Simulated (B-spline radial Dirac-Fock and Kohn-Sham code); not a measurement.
## Elastic scattering of 664 eV electrons by the Ta atom

Model: relativistic (Dirac) partial waves in the static field of the Dirac-Fock atom with Furness-McCarthy exchange, without polarisation or absorption potentials. Program: an atomic code on a B-spline grid.

Input file task.json (cfg lists n, l and occupation; rrms is the nuclear radius in fm):

```json
{"items": [{
  "Z": 73,
  "q": 0,
  "cfg": [[1, 0, 2], [2, 0, 2], [2, 1, 6], [3, 0, 2], [3, 1, 6], [3, 2, 10], [4, 0, 2], [4, 1, 6], [4, 2, 10], [4, 3, 14], [5, 0, 2], [5, 1, 6], [5, 2, 3], [6, 0, 2]],
  "A": 181,
  "rrms": 5.3507,
  "do": "elastic",
  "energies": [[664.0, 0]],
  "theta": [0, 10, 20, 30, 40, 50, 60, 70, 80, 90, 100, 110, 120, 130, 140, 150, 160, 170, 180]
}]}
```

Launch: `python xray2_run.py task.json out`

| θ (°) | dσ/dΩ (a₀²/sr) | Sherman function |
| --- | --- | --- |
| 0 | 181 | 0.000 |
| 10 | 24.7 | -0.001 |
| 20 | 3.05 | 0.003 |
| 30 | 1.12 | 0.026 |
| 40 | 0.622 | 0.019 |
| 50 | 0.216 | -0.057 |
| 60 | 0.0980 | -0.143 |
| 70 | 0.232 | 0.031 |
| 80 | 0.291 | 0.095 |
| 90 | 0.136 | 0.187 |
| 100 | 0.00545 | 0.278 |
| 110 | 0.136 | -0.180 |
| 120 | 0.389 | -0.089 |
| 130 | 0.419 | -0.064 |
| 140 | 0.176 | -0.077 |
| 150 | 0.0369 | -0.173 |
| 160 | 0.341 | -0.016 |
| 170 | 0.916 | -0.005 |
| 180 | 1.21 | 0.000 |

The total elastic cross section is 12.8 a₀², the first transport cross section 3.22 a₀² and the second, weighted with (3/2) sin²θ, 3.21 a₀². The mean deflection is ⟨1 − cos θ⟩ = 0.251, and 11 % of the collisions scatter beyond 90°.

On this grid of angles the cross section has minima near 60°, 100°, 150°, from interference among the few low partial waves with large phase shifts.

Phase shifts modulo π (rad) for κ = −1 to −5: 1.153, -0.955, 0.024, 0.929, -0.926.

Values without a named source are computed, but for edge energies of neutral atoms, which are taken from tables.
